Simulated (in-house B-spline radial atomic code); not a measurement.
Zn²⁺. Computed with a B-spline radial atomic code. Model: non-relativistic spherical atom: semilocal Troullier-Martins pseudo-atom, one channel per l, against all electrons, high spin, G0W0 and RPA with empty states to l = 8, local potential for every l without a channel, a model core (radius 0 = none) keeps its share of the functional.

What the tables leave out is listed at the end.

The pseudopotential gives back the lowest level of each angular momentum of its own functional in the configuration it was made in; a second state of the same l is only approximately right. Exact exchange, RPA and GW see the smooth pseudo-orbitals and miss the exchange with the core, for which the functional's share stands in. The column with an uncorrelated core keeps all orbitals and exact exchange, and so separates missing core correlation from pseudisation. Only the three outermost levels and the lowest empty one were computed. RPA here is direct RPA, with no exchange kernel, and its energies carry an (l + 1/2)⁻⁴ tail. A hybrid on a potential with a model core restores only its own semilocal share of the core's exchange.

Command:
```bash
python run_psgw.py task.json out
```
Settings (lengths in bohr, energies in hartree):
```
Z                      30
electrons              28
configuration          [Ar] 3d10
generated_in           [Ar] 3d10
functional             pbe,pbe
core_shells            3
radius_factor          0.8
core_correction        True
```

Cost of the run: 24 s on 1 thread of Arm Neoverse N1, on a shared host.

Given: made with PBE; model core radius 0.321 bohr; local radius 0.608 bohr; mean-field start PBE.

Valence shells of the generating configuration: 3s, 3p, 3d.

Channel: s 0.477, p 0.477, d 1.349 (radii in bohr).

Computed: largest level miss in the spin-unpolarised generating configuration 0.001 eV; valence RPA correlation energy all-electron orbitals -1.3668 hartree; valence RPA correlation energy pseudo -1.2681 hartree; pseudo-atom RPA polarisability 2.6437 bohr³.

```json
{"level": "3d", "occupied": "1", "mean-field all-electron (eV)": "-31.081", "mean-field pseudo minus all (eV)": "0", "G0W0 all-electron (eV)": "-39.994", "G0W0 uncorrelated core minus all (eV)": "0.086", "G0W0 pseudo minus all (eV)": "0.223", "exchange self-energy all-electron (eV)": "-52.429", "exchange self-energy pseudo (eV)": "-48.529"}
{"level": "4s (empty)", "occupied": "0", "mean-field all-electron (eV)": "-22.591", "mean-field pseudo minus all (eV)": "-0.208", "G0W0 all-electron (eV)": "-17.922", "G0W0 uncorrelated core minus all (eV)": "0.009", "G0W0 pseudo minus all (eV)": "-0.182", "exchange self-energy all-electron (eV)": "-3.732", "exchange self-energy pseudo (eV)": "-3.206"}
```

What is the all-electron RPA polarisability, core included?

2.6435 bohr³.

Given: mean-field start PBE0.

Computed: valence RPA correlation energy all-electron orbitals -1.3131 hartree; valence RPA correlation energy pseudo -1.2174 hartree; all-electron RPA polarisability, core included 2.2237 bohr³.

```json
{"level": "3d", "occupied": "1", "mean-field all-electron (eV)": "-33.954", "mean-field pseudo minus all (eV)": "-0.052", "G0W0 all-electron (eV)": "-40.206", "G0W0 uncorrelated core minus all (eV)": "0.102", "G0W0 pseudo minus all (eV)": "0.071", "exchange self-energy all-electron (eV)": "-52.669", "exchange self-energy pseudo (eV)": "-48.797"}
{"level": "4s (empty)", "occupied": "0", "mean-field all-electron (eV)": "-21.013", "mean-field pseudo minus all (eV)": "-0.093", "G0W0 all-electron (eV)": "-17.752", "G0W0 uncorrelated core minus all (eV)": "0.008", "G0W0 pseudo minus all (eV)": "-0.093", "exchange self-energy all-electron (eV)": "-3.4159", "exchange self-energy pseudo (eV)": "-2.9029"}
```

What is the pseudo-atom RPA polarisability?

2.217 bohr³.

Among the listed levels the largest G0W0 shift of the pseudo-atom is +0.22 eV, for 3d on the PBE start, while leaving the core uncorrelated moves that level by +0.09 eV. The rest, +0.14 eV, comes from pseudisation and the lost core exchange. Not in the tables (levels of low weight, unsolved or above zero; the highest and the empty levels are kept at any weight): on PBE the G0W0 levels 3p (pseudo minus all -0.46 eV, weights 0.48 and 0.54), 3s (pseudo minus all -0.24 eV, weights 0.39 and 0.44); on PBE0 the G0W0 levels 3p (pseudo minus all -0.50 eV, weights 0.56 and 0.56), 3s (pseudo minus all -0.24 eV, weights 0.51 and 0.54); no Hartree-Fock pseudo-atom is run with a model core.
